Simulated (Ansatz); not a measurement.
Na₃Sn⁻. Charge -1, multiplicity 5. Geometry r2SCAN-D4/def2-TZVPD; atoms count from 1.

```xyz
4

Na   -0.0218   -1.2797   -1.8493
Na   -1.4126   -0.2739    1.7285
Na   -0.3616    1.8066   -0.6485
Sn    1.7960   -0.2530    0.7693
```

In the def2 sets Sn takes a core potential; there is no spin–orbit coupling. The highest occupied level of the charge -1 quintet lies above zero (up to 0.20 eV). It is a level of α spin, whose loss leaves a quartet; that state wasn't run at this geometry and level. The electron is either unbound and held by the finite basis, or the level is raised by self-interaction error. At PBE0-D4/def2-TZVPD a broken-symmetry singlet of charge -1 lies 0.87 eV below the quintet, each at its own geometry. The structure comes from a short search, and lower isomers may exist.

**Question.** Estimate the Mulliken populations from the PBE0/def2-TZVPD orbitals of Ansatz.

**Answer.** 
```
atom  charge (e)  spin (α − β)
 Na1       -0.17          0.69
 Na2       -0.17          0.69
 Na3       -0.09          0.29
 Sn4       -0.58          2.32
```
Mulliken values and Mayer orders depend strongly on the basis. With diffuse functions, as here, like atoms can get unlike values, and bond orders can come out too low or too high.

**Question.** Where does the spin sit?

**Answer.** Summed by element: Na 1.68, Sn 2.32, of 4 unpaired in all. Largest on single atoms: Sn4 2.32, Na2 0.69, Na1 0.69.

**Question.** And the Mayer bond orders between bonded heavy atoms (over 0.3)?

**Answer.** Na1–Na2 0.51 (3.97 Å); Na1–Na3 0.49 (3.33 Å); Na1–Sn4 0.47 (3.35 Å); Na2–Na3 0.49 (3.33 Å); Na2–Sn4 0.47 (3.35 Å); Na3–Sn4 0.50 (3.30 Å).
